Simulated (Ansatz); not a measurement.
`C[O][Sn][Br]` + titanium tetrachloride → `C[O][Sn][Cl]` + `[Cl][Ti]([Cl])([Cl])[Br]` at 600 K and 1 bar (redistribution).

Isolated molecules relaxed with PBE0-D4/def2-TZVP in Ansatz; ΔE leaves out vibrations. CCSD(T)/CBS adds triple-zeta CCSD(T) − MP2 to the extrapolated MP2 energy (def2 sets, frozen cores). def2 core potentials past Kr. For Br, Sn, Ti outer-core shells are correlated without core-valence functions, which leaves a few kJ/mol of doubt a bond. Scalar relativity is left out up to krypton. Each species was taken in one conformer, which may not be the lowest.

```csv
species,CCSD(T)/CBS energy (Eh),H − E (kJ/mol),S (J/(mol·K))
`C[O][Sn][Br]`,-2902.45238,157.6,421.1
`[Cl][Ti]([Cl])([Cl])[Cl]`,-2688.29434,67.2,423.3
`C[O][Sn][Cl]`,-788.90874,157.8,409.3
`[Cl][Ti]([Cl])([Cl])[Br]`,-4801.83441,67.0,446.9
```

H − E and S are ideal-gas, rigid-rotor, harmonic terms from PBE0-D4/def2-TZVP, for one conformer and one mirror image of each species. 1 Eh = 2625.50 kJ/mol, R = 8.31446 J/(mol·K).

By hand: ΔE, ΔH, ΔS and ΔG.

ΔE = (-788.90874) + (-4801.83441) − (-2902.45238) − (-2688.29434) = 0.00357 Eh = 9.4 kJ/mol. Δ(H − E) = 157.8 + 67.0 − 157.6 − 67.2 = 0.0, so ΔH = 9.4 kJ/mol. ΔS = 409.3 + 446.9 − 421.1 − 423.3 = 11.8 J/(mol·K). ΔG = 9.4 − 600 × (11.8)/1000 = 2.3 kJ/mol.

By hand: the equilibrium constant, and the temperature at which ΔG would vanish if ΔH and ΔS stayed fixed.

log₁₀ K = −ΔG/(RT ln 10) = -0.2. ΔG = 0 at ΔH/ΔS = 797 K, though so small a ΔH makes that figure unsure.

TΔS isn't small against ΔH here. The sign of ΔG lies within the doubt. A doubt of 5 kJ/mol in ΔE shifts log₁₀ K by 0.4 here. Other conformers and mirror images would add mixing entropy, several J/(mol·K) or more a flexible species. These are equilibria of isolated gas molecules and say nothing of rates. Largest T1 diagnostic: 0.025 (customary marks: 0.02 for closed shells, 0.045 for open ones).
